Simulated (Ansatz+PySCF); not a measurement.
Results of a calculation; reference values are marked as such.
**Several solutions for sextet MnCl2**

```yaml
atoms:
  - { symbol: Mn, position_ang: [0.0000, 0.0000, 0.0000] }
  - { symbol: Cl, position_ang: [0.0000, 0.0000, 2.2714] }
  - { symbol: Cl, position_ang: [0.0000, 0.0000, -2.2714] }
```

Basis set: def2-SVP (spherical functions). Charge 0, multiplicity 6.

UHF was run from several starts with Ansatz (development build ahead of 0.2.0) and PySCF 2.14.0.

```csv
run,program,start,converged,energy (hartree),<S²>
A,Ansatz,"atomic start, no search",yes,-2068.56093,8.77
B,PySCF,"guess minao, instabilities followed",yes,-2068.56093,8.77
C,PySCF,"guess atom, instabilities followed",yes,-2068.56093,8.77
D,Ansatz,stability test followed,yes,-2068.56093,8.77
E,PySCF,"guess huckel, instabilities followed",yes,-2068.56093,8.77
F,Ansatz,search for the lowest state,yes,-2068.56093,8.77
G,PySCF,program defaults,yes,-2068.25613,8.76
```

Which runs reached the lowest solution of this kind, and what is wrong with the others?

A, B, C, D, E, F reached the lowest solution found. Converged but too high: G by 8.29 eV. Convergence only shows a stationary point, and even a stable one can lie too high; stability tests and further starts are what find lower ones. Caution: other spin multiplicities were not run.
